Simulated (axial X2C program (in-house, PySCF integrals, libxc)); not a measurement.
# Potential curves of SnO, two-component

All values were computed with an in-house all-electron X2C program for linear molecules (integrals from PySCF). Two-component (2c) means X2C with spin–orbit coupling and atomic mean-field two-electron Coulomb and Gaunt terms. Basis: Sn dyall-cv3z [11s12p9d4f1g], O dyall-av3z [7s6p3d2f] (cores contracted in-house); Gaussian nuclei, density fitting, unrestricted open shells. Masses: Sn 119.902 u, O 15.995 u.

State: Ω = 0 (closed shell). Energies in eV from the lowest point of each curve. Fits are polynomials in 1 − R0/R over 0.85 to 1.23 times the lowest point R0.

```json
{"R (Å)": "1.5860", "TPSSh": "1.7471", "r2SCAN": "1.7307"}
{"R (Å)": "1.6589", "TPSSh": "0.7520", "r2SCAN": "0.7395"}
{"R (Å)": "1.7136", "TPSSh": "0.3172", "r2SCAN": "0.3086"}
{"R (Å)": "1.7683", "TPSSh": "0.0822", "r2SCAN": "0.0778"}
{"R (Å)": "1.8230", "TPSSh": "0.0000", "r2SCAN": "0.0000"}
{"R (Å)": "1.8868", "TPSSh": "0.0488", "r2SCAN": "0.0535"}
{"R (Å)": "1.9506", "TPSSh": "0.2109", "r2SCAN": "0.2201"}
{"R (Å)": "2.0326", "TPSSh": "0.5323", "r2SCAN": "0.5462"}
{"R (Å)": "2.1329", "TPSSh": "1.0305", "r2SCAN": "1.0486"}
{"R (Å)": "2.2788", "TPSSh": "1.8455", "r2SCAN": "1.8664"}
{"R (Å)": "2.4793", "TPSSh": "2.9702", "r2SCAN": "2.9903"}
{"R (Å)": "2.7345", "TPSSh": "4.2370", "r2SCAN": "4.2555"}
```

The state is a single determinant with fixed occupations, the lowest that a limited PBE0 search found. Closed shells are restricted here (equal orbitals for both partners); the stretched side of such a curve lies too high.

Task: Fit the TPSSh curve near its minimum: give the equilibrium distance and the harmonic wavenumber.

Result: At TPSSh, 2c: Re = 1.832 Å, ωe ≈ 843 cm⁻¹; Be follows as 0.356 cm⁻¹.

Task: What are Re and ωe at the r2SCAN level?

Result: At r2SCAN, 2c: Re = 1.830 Å, ωe ≈ 846 cm⁻¹; Be follows as 0.357 cm⁻¹.
